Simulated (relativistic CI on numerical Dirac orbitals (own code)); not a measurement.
# Spin-allowed bands of a d3 ion in an octahedral site, by hand

Problem. A d3 ion in an octahedral site has a 4A2 ground term and spin-allowed bands at ν1 = 7020 and ν2 = 11700 cm⁻¹ (from a computed ligand-field model). Find Δ and the Racah parameter B, and predict the third band.

Working.
1. The F term splits into A2 (−1.2Δ), T2 (−0.2Δ) and T1 (+0.6Δ), so ν1 = E(T2) − E(A2) = Δ = 7020 cm⁻¹.
2. T1(F) mixes with T1(P), which lies at 15B, through an element 0.4Δ. The two roots, counted from A2, are ν2,3 = ½(15B + 3Δ) ∓ ½√[(15B − Δ)² + 12BΔ].
3. Solving the lower root for B gives B = (2ν1² + ν2² − 3ν1ν2)/(15ν2 − 27ν1) = -10951200/-14040 = 780 cm⁻¹.
4. The sum of the roots is 15B + 3Δ, so ν3 = 15B + 3ν1 − ν2 = 21060 cm⁻¹ (475 nm).

Check. The bands were computed by exact diagonalisation of the d3 shell with B = 780 and Δ = 7020 cm⁻¹, which gives ν3 = 21060 cm⁻¹. C does not enter the terms of highest spin.
